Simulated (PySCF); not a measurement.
Gas-phase reaction: 4 InF3 + O2 = 2 In2O + 6 F2

Energies from PySCF (xtb for GFN2), thermal terms from the rigid-rotor harmonic-oscillator model, ideal gas at 1 bar. † marks an energy on the PBE0/def2-TZVP geometry and frequencies; other levels use their own. MP2 and CCSD(T) freeze the core. Open shells (unrestricted): O2 (multiplicity 3); the rest are closed-shell singlets. GFN2 has no spin-polarisation term. B3LYP is the form with VWN-RPA correlation. In: scalar-relativistic def2 core potential, no spin-orbit coupling. MP2 isn't extrapolated to the basis-set limit; its ΔH°(298 K) is 3042.5 kJ in def2-SVP and 2939.4 kJ in def2-TZVPP. CCSD(T) isn't extrapolated to the basis-set limit; its ΔH°(298 K) is 2793.5 kJ in def2-SVP and 2816.2 kJ in def2-TZVPP. The harmonic model lacks anharmonicity and excited electronic states, which grow with temperature; levels with a mode under 35 cm⁻¹ are left out. Soft modes under 120 cm⁻¹ make the harmonic entropy rough for In2O.

| level | ΔE electronic, kJ | ΔH°(298 K), kJ | ΔS°(298 K), J/K | ΔG°(1000 K), kJ |
|---|---|---|---|---|
| B3LYP/def2-TZVP† | 2765 | 2761 | 377 | 2394 |
| CCSD(T)/def2-SVP† | 2798 | 2794 | 377 | 2427 |
| GFN2-xTB | 1886 | 1881 | 281 | 1613 |
| HF/def2-TZVP† | 3236 | 3231 | 377 | 2865 |
| MP2/def2-SVP† | 3047 | 3043 | 377 | 2676 |
| MP2/def2-TZVPP† | 2944 | 2939 | 377 | 2573 |
| PBE/def2-SVP | 2576 | 2569 | 379 | 2200 |
| PBE/def2-TZVP† | 2690 | 2685 | 377 | 2319 |
| PBE0/def2-SVP† | 2727 | 2722 | 377 | 2356 |
| PBE0/def2-TZVP | 2842 | 2838 | 377 | 2471 |
ΔH° is lowest at GFN2-xTB and highest at HF/def2-TZVP†. No reference value is set beside these.
